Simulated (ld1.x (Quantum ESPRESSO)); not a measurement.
# Cutoff test, Pt, PAW

platinum, PAW, made with ld1.x (Quantum ESPRESSO) 7.5 (PBE, scalar-relativistic). Core [Xe] 4f14, reference 5d9 6s0.5 6p0.5. Waves: 6s (bound): rcut 2.25, rcutus 2.45 bohr; 6s channel at 0.25 Ry: rcut 2.25, rcutus 2.45 bohr; 6p (bound): rcut 2.20, rcutus 2.80 bohr; 6p channel at 0.65 Ry: rcut 2.20, rcutus 2.80 bohr; 5d (bound): rcut 1.70, rcutus 2.15 bohr; 5d channel at 0.15 Ry: rcut 1.70, rcutus 2.15 bohr. Local part: all-electron potential smoothed inside 1.70 bohr (lloc = -1). Core correction: a·sin(br)/r model core, default radius (ld1.x builds one for every PAW set, though the input has nlcc=.false.). Augmentation charge: BESSEL, radius 1.85 bohr.

The pseudo-atom Hamiltonian at the reference potential is diagonalised in spherical Bessel functions j_l(qr) that vanish at 20 bohr, with q² up to the cutoff. All-electron valence levels (Ry): 6s -0.4748, 6p -0.1031, 5d -0.5291.

Task: How do the lowest levels (Ry) of each channel move with the cutoff, and are there ghosts?

Result:

| cutoff (Ry) | s #1 | s #2 | p #1 | p #2 | d #1 | d #2 | f #1 | f #2 | Σ f·Δε (mRy) |
| --- | --- | --- | --- | --- | --- | --- | --- | --- | --- |
| 8 | -0.4750 | -0.0253 | -0.1031 | 0.0269 | -0.2015 | 0.0400 | 0.0881 | 0.2130 | 2948.5 |
| 10 | -1.3209 | -0.4743 | -0.1031 | 0.0269 | -0.3367 | 0.0382 | 0.0881 | 0.2130 | 1731.4 |
| 12 | -3.0154 | -0.4747 | -0.1031 | 0.0269 | -0.4345 | 0.0373 | 0.0881 | 0.2130 | 850.9 |
| 15 | -4.2981 | -0.4747 | -0.1031 | 0.0269 | -0.4908 | 0.0369 | 0.0881 | 0.2130 | 344.8 |
| 18 | -5.4946 | -0.4747 | -0.1031 | 0.0269 | -0.5228 | 0.0367 | 0.0881 | 0.2130 | 56.2 |
| 21 | -5.9385 | -0.4747 | -0.1031 | 0.0269 | -0.5278 | 0.0367 | 0.0881 | 0.2130 | 11.9 |
| 30 | -6.4032 | -0.4748 | -0.1031 | -0.0684 | -0.5287 | 0.0367 | 0.0881 | 0.2130 | 3.6 |
| 35 | -6.4863 | -0.4748 | -0.1716 | -0.1031 | -0.5289 | 0.0367 | 0.0881 | 0.2130 | 1.5 |
| 40 | -6.5204 | -0.4748 | -0.2063 | -0.1031 | -0.5290 | 0.0367 | 0.0881 | 0.2130 | 0.6 |
| 45 | -6.5309 | -0.4748 | -0.2311 | -0.1031 | -0.5290 | 0.0367 | 0.0881 | 0.2130 | 0.5 |
| 50 | -6.5378 | -0.4748 | -0.2380 | -0.1031 | -0.5290 | 0.0367 | 0.0881 | 0.2130 | 0.4 |
| 400 | -6.5406 | -0.4748 | -0.2438 | -0.1031 | -0.5291 | 0.0367 | 0.0881 | 0.2130 | 0.0 |

Result: ghost states, extra bound levels that the all-electron valence spectrum of the same l lacks: s at -89.0 eV, p at -3.3 eV (a true bound ghost makes a file unfit for plane-wave use); 10 mRy is reached at 25 Ry and 1 mRy at 40 Ry.

Its largest configuration-test error is -814 meV.
